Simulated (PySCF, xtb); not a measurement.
Al(Cl)2(SeH) (AlCl₂HSe), SMILES [Cl][Al]([Cl])[SeH]. The values are those of a single conformer.

Harmonic wavenumbers (cm⁻¹) from xtb with GFN2-xTB at its own minimum, in rising order: 93, 107, 188, 195, 305, 483, 534, 637, 2034.

Task: What does B3LYP-D3(BJ)/def2-SVP (PySCF) give at its own minimum? (Estimate from the structure and the level; the computed values follow.)

Result: 106, 131, 184, 242, 307, 550, 573, 648, 2408. Paired by order, the mean absolute difference is 65 cm⁻¹ and the zero-point energies are 6.5 and 7.4 kcal/mol.
